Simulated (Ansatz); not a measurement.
PBE exchange is replaced step by step with exact exchange (0 % is PBE, 25 % PBE0; no dispersion term), basis def2-SVP, Ansatz. System: Zn6O10H8. Charge 0, multiplicity 1. Geometry: PBE-D4/def2-SVP.

Geometry of the singlet:

Cartesian coordinates in Å:
```
Zn -1.691 -0.541 -0.567
Zn 2.109 -0.168 1.016
Zn 0.397 2.104 0.691
Zn -0.567 -0.205 2.005
Zn 0.898 -1.525 -1.144
Zn 1.429 1.268 -1.402
O -2.100 0.905 -1.698
O -0.905 -2.254 -1.340
O -0.027 2.592 -1.174
O 0.162 -0.073 0.108
O -2.266 -0.917 1.350
O -0.596 1.784 2.330
O 1.496 -0.265 -2.593
O 2.469 -1.852 -0.006
O 2.307 1.616 0.335
O 1.201 -0.715 2.726
H -2.995 1.276 -1.606
H -1.180 -2.464 -2.251
H -0.868 2.078 -1.418
H -2.380 -1.875 1.494
H -1.489 2.177 2.324
H 0.791 -0.162 -3.261
H 2.371 -2.620 0.587
H 1.434 -0.162 3.495
```

```csv
exact exchange (%),HOMO (eV),LUMO (eV),gap (eV)
0,-5.02,-2.13,2.89
5,-5.33,-1.95,3.37
10,-5.64,-1.78,3.86
25,-6.58,-1.25,5.33
35,-7.23,-0.90,6.33
50,-8.21,-0.38,7.84
```

Question: Fit a straight line to the column «gap (eV)» against the share of exact exchange and predict its value at 15 %.

Answer: With x = exact exchange (%) and y = gap (eV): mean x = 20.83, mean y = 4.937; Σ(x − x̄)(y − ȳ) = 185.2, Σ(x − x̄)² = 1871; slope b = 0.09898, intercept a = ȳ − b·x̄ = 2.875. The residuals of the fitted rows reach 0.02. At x = 15 the line gives 2.875 + (0.09898 × 15) = 4.36; the run gave 4.35, 0.01 less than the line.
